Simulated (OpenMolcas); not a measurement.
## d6 ions of charge +3 down a group with 6 chloride ligands in octahedral coordination

- Program: OpenMolcas 26.06
- Method: CASSCF
- Spin-orbit coupling: state interaction with AMFI integrals over the reference wave functions

The d shell is active. Anionic complexes are neutralised by point charges behind the ligands. Distances were set from a Shannon-type radius of the metal (high-spin where two are listed) plus a fixed donor radius (Cl 1.76 Å). Ligand basis ANO-RCC-VDZP, DKH2 Hamiltonian. States (labels of O, the rotations of Oh). Energies in cm-1 above the lowest state or level, χT in cm3 K/mol; under a threefold ground state the first gap can be a small split of the lowest multiplet, not the spin-orbit step; 10Dq and B are least-squares fits to the states below 45000 cm-1, weighted by degeneracy, with a free offset, and given where the rms deviation is under 5 % of |10Dq| (or 100 cm-1) and under 700 cm-1. Spin-only χT is S(S+1) / 2 for the spin of the ground state.

| Ion | Shell | R (Å) | Metal basis | Outer charge (e at Å behind ligand) | Ground state | First state of that spin | 10Dq | B (rms of fit) | First gap with spin-orbit (degeneracies) | χT at 300 K | First state of another spin | Spin-only χT |
| --- | --- | --- | --- | --- | --- | --- | --- | --- | --- | --- | --- | --- |
| Co3+ | 3d6 | 2.37 | ANO-RCC-VTZP | 0.5 at 2.4 | 5T2 | 5E 7238 |  |  | 268.3 (3, 2) | 4.217 | 3T1 16357 | 3.000 |
| Rh3+ | 4d6 | 2.42 | ANO-RCC-VDZP | 0.5 at 2.8 | 1A1 | 1T1 12435 | 16292 | 637 (625) | 5288 (1, 2) | 0.050 | 5T2 6129 | 0.000 |
| Ir3+ | 5d6 | 2.44 | ANO-RCC-VDZP | 0.5 at 3.2 | 1A1 | 1T1 15828 | 18752 | 579 (464) | 8625 (1, 2) | 0.047 | 3T1 10391 | 0.000 |

The rows also differ in their metal basis and outer charges, so part of each step comes from that.

|10Dq| changes by a factor of 18752 / 16292 = 1.15 from Rh3+ to Ir3+.

B goes from 637 cm-1 (Rh3+) to 579 cm-1 (Ir3+).

Below the highest spin of the shell: Rh3+, Ir3+. χT departs most from the spin-only value for Co3+, by +1.217 cm3 K/mol.

Without dynamic correlation the repulsion within the d shell is too large (B by tens of per cent), so at a given field states of lower spin stand too high. Ligand-to-metal charge-transfer states are missing. With no ligand orbital active B as a rule stays too high, so bands that hang on it stand too high and its fall with covalency is understated. An orbital triplet at a regular site is open to Jahn-Teller coupling, which can distort the site and quench the lowest spin-orbit gaps and is left out (holds for Co3+). CASSCF with metal d orbitals alone favours high spin, so a ground state of lower spin is not ruled out (holds for Co3+). With metal d orbitals alone and no dynamic correlation the field as a rule comes out too small, by tens of per cent, by up to half for chloride and softer ligands, and with too little covalency χT stands high (holds for Co3+). This shell can be high or low spin here, a state of another spin lies low, and with metal d orbitals alone active their balance is uncertain, so the ground spin may be wrong, although the usual error favours high spin (holds for Rh3+; Ir3+). The least metal-like active orbital is 69 % on the metal (Löwdin) and no ligand orbital is active, so the numbers are rough, and ground spin, moment and any spin crossover can be artefacts of this space; highly charged d ions in such sites are as a rule low spin (holds for Rh3+). With metal d orbitals alone the field can be off either way by tens of per cent (holds for Rh3+; Ir3+). The least metal-like active orbital is 70 % on the metal (Löwdin) and no ligand orbital is active, so the numbers are rough, and ground spin, moment and any spin crossover can be artefacts of this space; highly charged d ions in such sites are as a rule low spin (holds for Ir3+). No measured value stands beside these numbers; the geometry was imposed, not optimised, and the real ion may take another.
